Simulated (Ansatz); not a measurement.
Basis sets compared for VF3. Total charge 0; triplet. Geometry r2SCAN-D4/def2-TZVP. Ansatz on 4 threads of Intel Xeon Platinum 8488C on a shared host; times are rough, and most runs start from earlier orbitals.

```xyz
4

V    -0.037    0.037    0.043
F     0.991    0.687   -1.214
F     0.039   -1.711    0.033
F    -0.993    0.987    1.138
```

The 6-31G sets use Cartesian d functions.

Binding counts from free atoms (V quartet, F doublet) in the same basis, without a counterpoise term.

| level | functions | energy (Eh) | HOMO (eV) | LUMO (eV) | binding per atom (eV) | wall time |
| --- | --- | --- | --- | --- | --- | --- |
| HF/STO-3G | 33 | -1227.4093 | -7.56 | 6.78 | 2.89 | 0.15 s |
| HF/6-31G | 56 | -1241.2383 | -15.06 | 0.14 | 2.51 | 0.5 s |
| PBE-D4/def2-SVP | 73 | -1242.8321 | -5.08 | -4.61 | – | 0.6 s |
| PBE-D4/def2-TZVP | 138 | -1243.3408 | -5.48 | -4.99 | – | 0.85 s |
| r2SCAN-D4/def2-TZVP | 138 | -1243.6914 | -6.14 | -4.76 | – | 2.9 s |
| PBE0-D4/def2-SVP | 73 | -1242.8285 | -7.97 | -3.46 | 4.27 | 1.1 s |
| PBE0-D4/def2-TZVP (with forces) | 138 | -1243.3348 | -8.17 | -3.61 | – | 2.7 s |

Problem. Estimate the rows for PBE-D4/def2-TZVPD, r2SCAN-D4/def2-TZVPD, PBE0-D4/def2-TZVPD.

Solution. 
```
               level  functions  energy (Eh)  HOMO (eV)  LUMO (eV)  binding per atom (eV)  wall time
   PBE-D4/def2-TZVPD        168   -1243.3453      -5.49      -5.00                      –      1.2 s
r2SCAN-D4/def2-TZVPD        168   -1243.6959      -6.12      -4.73                      –        4 s
  PBE0-D4/def2-TZVPD        168   -1243.3395      -8.15      -3.58                      –      3.5 s
```
